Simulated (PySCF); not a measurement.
**Simulated absorption spectrum**

Compound: C₃H₈O₂Si₂.
SMILES: `O=C(/C=C\[SiH3])O[SiH3]`

Computed with PySCF 2.14.0, density-fitted response routines, TDDFT B3LYP/def2-SVPD, vertical, gas phase, core orbitals frozen in the response. Isolated species at its GFN2-xTB geometry (one conformer only). Torsions of this conformer, `[O:1]=[C:2](/[CH:3]=[CH:4]\[SiH3:5])[O:6][SiH3:7]`: O1–C2–C3–C4 0°, O1–C2–O6–Si7 0°.

Broadening: Gaussians 0.4 eV wide at half height, area fixed by f = 4.319×10⁻⁹ ∫ε dν̃. The cross-section is σ = 3.8235×10⁻²¹ ε cm², given in Mb (10⁻¹⁸ cm²). The width is an assumption, not a result. The curve ends short of the highest state used, and states not computed would add to its high-energy end.

```json
{"λ (nm)": "192.7", "σ (Mb)": "5.54"}
{"λ (nm)": "195.4", "σ (Mb)": "5.29"}
{"λ (nm)": "198.1", "σ (Mb)": "6.38"}
{"λ (nm)": "200.9", "σ (Mb)": "9.42"}
{"λ (nm)": "203.6", "σ (Mb)": "16.62"}
{"λ (nm)": "206.3", "σ (Mb)": "30.13"}
{"λ (nm)": "209.1", "σ (Mb)": "48.99"}
{"λ (nm)": "211.8", "σ (Mb)": "65.19"}
{"λ (nm)": "214.5", "σ (Mb)": "71.93"}
{"λ (nm)": "217.3", "σ (Mb)": "65.86"}
{"λ (nm)": "220.0", "σ (Mb)": "50.94"}
{"λ (nm)": "222.7", "σ (Mb)": "33.68"}
{"λ (nm)": "225.5", "σ (Mb)": "18.81"}
{"λ (nm)": "228.2", "σ (Mb)": "9.35"}
{"λ (nm)": "230.9", "σ (Mb)": "4.10"}
{"λ (nm)": "233.7", "σ (Mb)": "1.55"}
{"λ (nm)": "236.4", "σ (Mb)": "0.54"}
{"λ (nm)": "239.2", "σ (Mb)": "0.17"}
{"λ (nm)": "241.9", "σ (Mb)": "0.05"}
{"λ (nm)": "244.6", "σ (Mb)": "0.02"}
{"λ (nm)": "247.4", "σ (Mb)": "0.02"}
{"λ (nm)": "250.1", "σ (Mb)": "0.03"}
{"λ (nm)": "252.8", "σ (Mb)": "0.05"}
{"λ (nm)": "255.6", "σ (Mb)": "0.09"}
{"λ (nm)": "258.3", "σ (Mb)": "0.13"}
{"λ (nm)": "261.0", "σ (Mb)": "0.17"}
{"λ (nm)": "263.8", "σ (Mb)": "0.22"}
{"λ (nm)": "266.5", "σ (Mb)": "0.25"}
{"λ (nm)": "269.2", "σ (Mb)": "0.26"}
{"λ (nm)": "272.0", "σ (Mb)": "0.26"}
{"λ (nm)": "274.7", "σ (Mb)": "0.23"}
{"λ (nm)": "277.4", "σ (Mb)": "0.20"}
{"λ (nm)": "280.2", "σ (Mb)": "0.16"}
{"λ (nm)": "282.9", "σ (Mb)": "0.12"}
{"λ (nm)": "285.6", "σ (Mb)": "0.09"}
{"λ (nm)": "288.4", "σ (Mb)": "0.06"}
{"λ (nm)": "291.1", "σ (Mb)": "0.04"}
{"λ (nm)": "293.9", "σ (Mb)": "0.02"}
{"λ (nm)": "296.6", "σ (Mb)": "0.01"}
{"λ (nm)": "299.3", "σ (Mb)": "0.01"}
{"λ (nm)": "302.1", "σ (Mb)": "0.00"}
{"λ (nm)": "304.8", "σ (Mb)": "0.00"}
{"λ (nm)": "307.5", "σ (Mb)": "0.00"}
{"λ (nm)": "310.3", "σ (Mb)": "0.00"}
```

Q: Locate the maxima and give the states behind the curve.

A: 270 nm (4.60 eV), ε about 69, made up of S1 (100%); 215 nm (5.78 eV), ε about 19000, made up of S3 (100%) (ε in L mol⁻¹ cm⁻¹; maxima over ε = 5, shares over 10%). At its high-energy end, 6.44 eV, the curve is still rising (ε about 1500, from S5 and S7). The states used: S1 4.60 eV (f 0.0010); S2 5.53 eV (f 0.0001); S3 5.78 eV (f 0.278); S4 6.07 eV (f 0.0034); S5 6.26 eV (f 0.017); S6 6.62 eV (f 0.0014); S7 6.76 eV (f 0.062); S8 7.04 eV (f 0.093).

Q: Coming from long wavelengths, where does ε first pass 100 L mol⁻¹ cm⁻¹?

A: At about 237 nm (5.23 eV), 0.63 eV above S1.

Q: What would ε be at 5.78 eV, the highest of these maxima, with half the width (0.2 eV)?

A: About 37400 L mol⁻¹ cm⁻¹ against 18800, a factor of about 1.99; a lone state at its own centre would give exactly 2.

Q: On this curve, what absorbance would a 10⁻⁵ mol/L sample give at 193 nm over a 1 cm path?

A: 193 nm is 6.424 eV, where ε is about 1400 L mol⁻¹ cm⁻¹, so A = ε c l ≈ 0.014 (Beer–Lambert, with the gas-phase spectrum and the assumed width).
